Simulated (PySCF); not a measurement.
## A survey of 19F NMR shifts

- PBE0/pcSseg-1 with gauge-including orbitals
- GFN2-xTB structure
- code: PySCF 2.14.0 with density-fitted response routines
- non-relativistic Hamiltonian, rapidly exchanging positions averaged, single conformer, no solvent model

Shieldings were converted by a linear fit to measured shifts: 19F (scatter 6.0 ppm rms, 7.0 ppm with the 5 outliers that the fit left out vs CFCl3, solution or neat liquid, with a term for F on sp3 carbon). A few per cent of atoms miss by over 2 rms, more outside the fitted compound classes.

Q: Match the shifts -63.9, -127.4, -163.0, -218.4 ppm to `CC#C[C@@H](C)/C(=C\F)SC`, `CC[C@@H](C)CF`, `CCC(C)(C)F`, `CC(=O)c1nnc(C(F)(F)F)o1`.

A: -63.9: CC(=O)c1nnc(C(F)(F)F)o1 (fluorine of a CF3 group); -127.4: CC#C[C@@H](C)/C(=C\F)SC (vinylic fluorine); -163.0: CCC(C)(C)F (fluorine on an sp3 carbon); -218.4: CC[C@@H](C)CF (fluorine on an sp3 carbon).
